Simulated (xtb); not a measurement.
SZn, triplet, at a GFN2-xTB geometry of the parent state (such geometries of metal compounds can be far from the true shape) (a higher spin typed on purpose: for a closed-shell molecule this is an excited state); GFN1-xTB (xtb 6.7.1).

The xtb input:
```
$ xtb mol.xyz --gfn 1 --chrg 0 --uhf 2 --json

# file mol.xyz
2

Zn    -0.00000000    -0.00000000    -0.71518296
S      0.00000000     0.00000000     1.34096805
```

Output, abridged:

```
   ID    Z sym.   atoms
    1   30 Zn     1
    2   16 S      2

           -------------------------------------------------
          |                Calculation Setup                |
           -------------------------------------------------

           -------------------------------------------------
          |                 G F N 1 - x T B                 |
           -------------------------------------------------

          ...................................................
          :                      SETUP                      :
          :.................................................:
          :  # basis functions                  14          :
          :  # atomic orbitals                  13          :
          :  # shells                            5          :
          :  # electrons                         8          :
          :  # halogen bonds                     0          :
          :  max. iterations                   250          :
          :  Hamiltonian                  GFN1-xTB          :
          :  restarted?                      false          :
          :  GBSA solvation                  false          :
          :  PC potential                    false          :
          :  electronic temp.          300.0000000     K    :
          :  accuracy                    1.0000000          :
          :  -> integral cutoff          0.2500000E+02      :
          :  -> integral neglect         0.1000000E-07      :
          :  -> SCF convergence          0.1000000E-05 Eh   :
          :  -> wf. convergence          0.2000000E-04 e    :
          :  Broyden damping             0.4000000          :
          :  net charge                          0          :
          :  unpaired electrons                  2          :
          ...................................................

 iter      E             dE          RMSdq      gap      omega  full diag
   1     -4.2660070 -0.426601E+01  0.856E+00    3.64       0.0  T
   2     -4.3969877 -0.130981E+00  0.393E+00    5.16       1.0  T
   3     -4.4112492 -0.142615E-01  0.146E+00    4.94       1.0  T
   4     -4.4114105 -0.161245E-03  0.299E-01    4.86       1.0  T
   5     -4.4115268 -0.116393E-03  0.152E-02    4.89       4.7  T
   6     -4.4115272 -0.344641E-06  0.132E-03    4.89      53.6  T
   7     -4.4115272 -0.192885E-08  0.414E-04    4.89     170.7  T
   8     -4.4115272 -0.796767E-10  0.635E-07    4.89  100000.0  T
[...]
         :: total energy              -4.396708083232 Eh    ::
[...]
           -------------------------------------------------

    * Orbital Energies and Occupations

         #    Occupation            Energy/Eh            Energy/eV
      -------------------------------------------------------------
         1        2.0000           -0.8351728             -22.7262
         2        2.0000           -0.4649115             -12.6509
         3        1.5000           -0.4138458             -11.2613
         4        1.5000           -0.4138458             -11.2613
         5        1.0000           -0.3088113              -8.4032 (HOMO)
         6                         -0.1290730              -3.5123 (LUMO)
         7                         -0.1290730              -3.5123
         8                         -0.0146703              -0.3992
         9                         -0.0146703              -0.3992
        10                         -0.0061133              -0.1664
        11                         -0.0043149              -0.1174
        12                         -0.0043149              -0.1174
        13                          0.1570407               4.2733
      -------------------------------------------------------------
                  HL-Gap            0.1797382 Eh            4.8909 eV
             Fermi-level           -0.3163939 Eh           -8.6095 eV

  Mulliken/CM5 charges         n(s)   n(p)   n(d)
     1Zn    0.13896  0.22800   1.415  0.446  0.000
     2S    -0.13896 -0.22800   1.940  4.195  0.005

Wiberg/Mayer (AO) data.
largest (>0.10) Wiberg bond orders for each atom

 ---------------------------------------------------------------------------
     #   Z sym  total        # sym  WBO       # sym  WBO       # sym  WBO
 ---------------------------------------------------------------------------
     1  30 Zn   1.113 --     2 S    1.113
     2  16 S    1.113 --     1 Zn   1.113
 ---------------------------------------------------------------------------

Topologies differ in total number of bonds
Writing topology from bond orders to xtbtopo.mol

 dipole moment from electron density (au)
     X       Y       Z
   0.0000  -0.0000  -0.3673  total (Debye):    0.934

           -------------------------------------------------
          | TOTAL ENERGY               -4.396708083232 Eh   |
          | GRADIENT NORM               0.102037804015 Eh/α |
          | HOMO-LUMO GAP               4.890925907905 eV   |
           -------------------------------------------------

normal termination of xtb
```
